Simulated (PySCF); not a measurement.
**The third ionisation energy along the 5p block**

All values are computed (PySCF 2.14, energy differences of UHF-based or UKS calculations, no spin-orbit coupling). Values in eV. The last column holds reference values (NIST; (s) semi-empirical, (t) theoretical, else measured). Unmarked ones compare directly (S terms, centres of terms, or small fine structure); those marked * lie between the lowest fine-structure levels and include a spin-orbit shift.

```csv
element,configurations,SCS-MP2 (valence),CCSD (valence),LDA,PBE0,MP2 (valence and next inner shell),SCS-MP2 (valence and next inner shell),reference
"In (x2c-QZVPPall, spin-free X2C)",[Kr] 4d10 5s1 → [Kr] 4d10,n/a,n/a,28.971,28.208,28.064,27.809,28.044
"Sn (x2c-QZVPPall, spin-free X2C)",[Kr] 4d10 5s2 → [Kr] 4d10 5s1,29.364,29.462,31.166,30.342,30.548,30.448,30.506
"Sb (x2c-QZVPPall, spin-free X2C)",[Kr] 4d10 5s2 5p1 → [Kr] 4d10 5s2,24.391,24.454,24.958,24.760,24.621,24.547,25.323 *
"Te (x2c-QZVPPall, spin-free X2C)",[Kr] 4d10 5s2 5p2 → [Kr] 4d10 5s2 5p1,27.266,27.358,27.734,27.569,27.577,27.444,27.84 ± 0.04 *
"I (x2c-QZVPPall, spin-free X2C)",[Kr] 4d10 5s2 5p3 → [Kr] 4d10 5s2 5p2,30.212,30.321,30.506,30.408,30.600,30.400,29.57 ± 0.025 *
"Xe (x2c-QZVPPall, spin-free X2C)",[Kr] 4d10 5s2 5p4 → [Kr] 4d10 5s2 5p3,30.225,30.284,30.867,30.528,30.326,30.356,31.05 ± 0.04 (s) *
```

"Valence" correlates the outer s and p shells and, in groups 3 to 12 and the f block, the outer d or f shell, open or full, or the next shell where the ion has no valence electron left; the wider scheme adds the next inner shell.
